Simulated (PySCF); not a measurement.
**Computed properties of CH6OSi2, SMILES O=C[SiH2][SiH3]**

disilanylformaldehyde (CH6OSi2), SMILES O=C[SiH2][SiH3]. The structure is a stationary point at B3LYP-D3(BJ)/def2-SVP. One conformer was computed; it need not be the lowest. All values are computed for the isolated molecule unless a solvent is named; none is compared with measurement here.

**Structure.** All 24 harmonic modes at B3LYP-D3(BJ)/def2-SVP (PySCF) are real, so it is a minimum. With heavy atoms numbered as in [O:1]=[CH:2][SiH2:3][SiH3:4], the shortest bond between them is O1–C2 at 1.209 Å and the longest Si3–Si4 at 2.353 Å.

**Vibrations.** The strongest infrared lines (harmonic, unscaled, degenerate partners summed) lie at 859 cm⁻¹ (322 km/mol, H 82 %, C 10 %), 2795 cm⁻¹ (179 km/mol, H 93 %), 1784 cm⁻¹ (148 km/mol, C 57 %, O 42 %). The softest mode is at 34 cm⁻¹ and the zero-point energy is 37.3 kcal/mol.

**Electronic structure.** CAM-B3LYP/def2-TZVP (PySCF) places the frontier levels at -8.48 and -0.60 eV, a gap of 7.88 eV, and gives a dipole moment of 2.30 D and a mean polarisability of 72.6 bohr³. PBE/def2-TZVP (PySCF) at the same geometry gives -5.68 and -2.91 eV, so its gap is 5.11 eV narrower. An orbital gap is neither the optical nor the fundamental gap.

**Excitations.** TDA-M06-2X/def2-SVPD (PySCF) has S1 at 3.00 eV (413 nm, f = 0.004, weak); the most intense of the 10 singlets computed lies at 7.48 eV (f = 0.23). T1 (TDA) is at 2.45 eV, 0.55 eV under S1. TDA-PBE/def2-SVPD (PySCF) puts S1 at 3.08 eV.

**NMR.** GIAO shifts at HF/pcSseg-1 (PySCF) (non-relativistic, atoms alike by connectivity averaged): ¹³C at 240.4 ppm against TMS; ¹H from 3.7 to 11.8 ppm against TMS; ²⁹Si from -94.6 to -68.3 ppm against TMS.
